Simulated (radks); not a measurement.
Isoelectronic series with 35 electrons, all held in the configuration [Ar] 3d10 4s2 4p5, which need not be the ground one along the series. Method: Dirac Kohn-Sham, LDA (Slater exchange, Perdew-Wang correlation), spin-unpolarised, spherical densities, finite nucleus; open shells are shared between the two j in proportion to 2j + 1; Fermi nuclear charge, rms radius of each element as measured or else 0.836 A^(1/3) + 0.57 fm; computed with a radial shooting solver on a logarithmic mesh with Libxc functionals. Total energies (hartree) and mean radii <r> (bohr):

ion	E (hartree)	4p3/2	4p1/2	4s1/2
Br	-2603.27309	2.120	2.069	1.670
Rb2+	-2976.69706	1.646	1.614	1.420
Nb6+	-3807.29903	1.205	1.182	1.104
Tc8+	-4264.77663	1.073	1.052	0.9974
Rh10+	-4750.66524	0.9698	0.9499	0.9105
Ag12+	-5265.23145	0.8863	0.8671	0.8381
In14+	-5808.76889	0.8170	0.7982	0.7767
Sb16+	-6381.60278	0.7583	0.7398	0.7239
